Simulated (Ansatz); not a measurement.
Two members of one family (InH3 adduct), computed with Ansatz in the gas phase; def2 core potentials for In, no spin–orbit coupling. The two geometries come from different levels. Binding counts from free atoms in the multiplicity of their measured ground term, without zero-point energy. A dash marks a value that wasn't run or was left out as unsound. The structures are stationary points that may keep the symmetry of their start.

First: In(OCMe2)H3 (singlet, charge 0, r2SCAN-D4/def2-SVP geometry).

```xyz
14

In    2.563    0.716   -0.025
O     0.720   -0.759   -0.009
C    -0.475   -0.471    0.001
C    -1.507   -1.556    0.039
C    -0.933    0.957   -0.019
H    -2.144   -1.426    0.931
H    -2.175   -1.462   -0.833
H    -1.032   -2.544    0.050
H    -0.493    1.460   -0.895
H    -0.516    1.473    0.864
H    -2.026    1.061   -0.030
H     2.131    1.489    1.480
H     2.085    1.548   -1.484
H     3.804   -0.485   -0.069
```

| level | HOMO (eV) | LUMO (eV) | gap (eV) | vertical triplet (eV) | binding per atom (eV) |
| --- | --- | --- | --- | --- | --- |
| PBE-D4/def2-SVP | -6.06 | -2.61 | 3.45 | – | 3.70 |
| PBE-D4/def2-TZVP | -6.13 | -2.72 | 3.41 | 3.96 | 3.67 |
| r2SCAN-D4/def2-TZVP | -6.39 | -2.49 | 3.90 | 3.94 | 3.62 |
| PBE0-D4/def2-SVP | -7.22 | -1.51 | 5.71 | – | 3.65 |
| PBE0-D4/def2-TZVP | -7.27 | -1.59 | 5.67 | 4.09 | 3.61 |

Second: In(phosphinine)H3 (singlet, charge 0, PBE0-D4/def2-SVP geometry).

```xyz
15

In    0.495    0.319    3.423
P     0.094    0.061    0.663
C     0.233   -1.354   -0.312
C     0.009   -1.361   -1.686
C    -0.350   -0.226   -2.414
C    -0.520    1.032   -1.833
C    -0.349    1.280   -0.474
H     0.515   -2.285    0.190
H     0.122   -2.307   -2.225
H    -0.504   -0.327   -3.492
H    -0.801    1.868   -2.481
H    -0.497    2.294   -0.091
H     1.008    1.979    3.322
H     1.686   -0.945    3.508
H    -1.141   -0.027    3.901
```

Q: Estimate how these quantities change from the first to the second (second minus first).

A: 
```csv
level,Δ HOMO (eV),Δ LUMO (eV),Δ gap (eV),Δ vertical triplet (eV),Δ binding per atom (eV)
PBE-D4/def2-SVP,-0.08,-0.28,-0.21,–,0.44
PBE-D4/def2-TZVP,-0.08,-0.24,-0.16,-0.75,0.44
r2SCAN-D4/def2-TZVP,-0.07,-0.39,-0.32,-0.80,0.39
PBE0-D4/def2-SVP,-0.03,-0.63,-0.60,–,0.42
PBE0-D4/def2-TZVP,-0.03,-0.59,-0.56,-0.89,0.42
```
